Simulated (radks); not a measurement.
Task: The table gives one normalised radial function P(r) = r R(r) (large component) of Dy4+ in [Xe] 4f8 (r in bohr). Method: Dirac Kohn-Sham, B86b exchange with PBE correlation, spin-unpolarised, spherical densities, point nucleus; open shells are shared between the two j in proportion to 2j + 1; computed with a radial shooting solver on a logarithmic mesh with Libxc functionals.

r           P
0.003187   0.1131
0.004251   0.1338
0.005624   0.1528
0.007502   0.1672
0.01001    0.1704
0.01334    0.1538
0.0178     0.1081
0.02355    0.0295
0.03141   -0.0823
0.04189   -0.2000
0.05588   -0.2696
0.07393   -0.2245
0.09861   -0.0268
0.1315     0.2502
0.1754     0.3933
0.234      0.1907
0.3096    -0.2702
0.4129    -0.5772
0.5507    -0.2957
0.7345     0.4282
0.9718     0.9826
1.296      1.0103
1.729      0.6285
2.306      0.2405
3.075      0.0527
4.069      0.0061
5.427      0.0003

Which n and l does it have? It may be an empty orbital.

Result: n = 5, l = 0: the number of nodes gives n - l - 1 = 4, the rise at small r points to l (this Dirac orbital starts as r^gamma with gamma = sqrt((l + 1)^2 - (Z/c)^2) = 0.88; the j = 1/2 orbital of l + 1 starts with the same power, but with a smaller coefficient, and then steepens), and the extent must fit the shell. The curve is that of 5s1/2. 5s1/2: eigenvalue -95.086 eV, 4 radial nodes at r = 0.0256, 0.101, 0.265, 0.625 bohr, <r> = 1.25 bohr, 90 % of the charge inside 1.78 bohr.
